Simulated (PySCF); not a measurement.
# Ar⁺: excitation energy

Ar⁺ [Ne] 3s2 3p5 (2P) → Ar⁺ [Ne] 3s2 3p4 3d1 (high-spin determinant), as a difference of total energies. Computed with PySCF 2.14 in dyall-av3z, with scalar relativity by spin-free X2C-1e. Correlated levels: valence: [Ne] frozen; virtual orbitals above 40 to 60 times the deepest correlated orbital energy dropped. The calculations carry no spin-orbit coupling.

```csv
method,excitation energy (eV)
UHF,16.996
LDA,17.733
PBE,17.406
r2SCAN,17.599
PW91,17.445
BLYP,17.524
M06,17.971
BHandHLYP,17.692
MP2 (valence),17.841
```

Question: Estimate what PBE0 gives.

Answer: 17.490 eV, closest to BLYP among the rows shown.

Question: Estimate what SCS-MP2 (valence) gives.

Answer: 17.934 eV, closest to M06 among the rows shown.

The promoted electron is Rydberg-like, and one or two diffuse shells describe it only roughly, which tends to raise the upper state.

The determinant of the upper state mixes LS terms, which raises its energy above the lowest term, most at the Hartree-Fock and MP2 levels.
